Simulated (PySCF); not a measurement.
(Z)-1-bromo-2-chloro-1,2-difluoroethene (C₂BrClF₂), SMILES F/C(Cl)=C(\F)Br.

The structure is a stationary point at TPSSh-D3(BJ)/def2-SVP.

Computed with TDDFT-PBE/def2-SVPD run with PySCF.

Vertical excitations. Isolated molecule, no solvent. State labels are in the subgroup Cs.

Computed UV-visible absorptions:
```
state  symmetry  energy (eV)  λ (nm)      f                            main pairs
-----  --------  -----------  ------  -----  ------------------------------------
S1           A"         4.58     271  0.000                        HOMO→LUMO 99 %
S2           A"         5.56     223  0.000                      HOMO→LUMO+2 99 %
S3           A"         5.94     209  0.004                      HOMO→LUMO+3 99 %
S4           A'         6.09     204  0.255                      HOMO→LUMO+1 80 %
S5           A'         6.23     199  0.040                      HOMO−1→LUMO 89 %
S6           A"         6.31     197  0.000                   HOMO−1→LUMO+1 100 %
S7           A"         6.77     183  0.001                      HOMO−2→LUMO 95 %
S8           A"         6.89     180  0.019                      HOMO→LUMO+4 95 %
S9           A'         6.97     178  0.006  HOMO−1→LUMO+2 80 %, HOMO−3→LUMO 17 %
S10          A"         7.18     173  0.005                      HOMO→LUMO+5 98 %
T1           A'         3.95     314      0                      HOMO→LUMO+1 98 %
T2           A"         4.15     299      0                       HOMO→LUMO 100 %
T3           A"         5.07     245      0                      HOMO→LUMO+2 99 %
T4           A'         5.66     219      0                      HOMO−1→LUMO 98 %
```
Triplets are in the Tamm–Dancoff approximation, which puts them higher than full response would, so one can lie above its singlet here.
